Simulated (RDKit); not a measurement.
A run for RDKit: UFF on CF4 (SMILES FC(F)(F)F).

```python
from rdkit import Chem
from rdkit.Chem import AllChem, rdDetermineBonds

blocks = [
'''5

F     0.01008544    1.21260272   -0.53658007
C     0.00000008    0.00001925   -0.00001952
F     1.15015345   -0.60722935   -0.25837920
F    -0.16272082    0.09869404    1.31228305
F    -0.99751815   -0.70398666   -0.51740425
''',
]
mol = None
for b in blocks:
    f = Chem.MolFromXYZBlock(b)
    rdDetermineBonds.DetermineBonds(f, charge=0)
    mol = f if mol is None else Chem.CombineMols(mol, f)
Chem.SanitizeMol(mol)
print(Chem.MolToSmiles(Chem.RemoveHs(mol)))
ff = AllChem.UFFGetMoleculeForceField(mol, vdwThresh=100.0, ignoreInterfragInteractions=False)
e = ff.CalcEnergy()
print(f'UFF energy {e:.6f} kcal/mol')
```

Program output:

```
FC(F)(F)F
UFF energy 5.145435 kcal/mol
```

The run finished.

Cost: roughly 0.03 core-seconds.
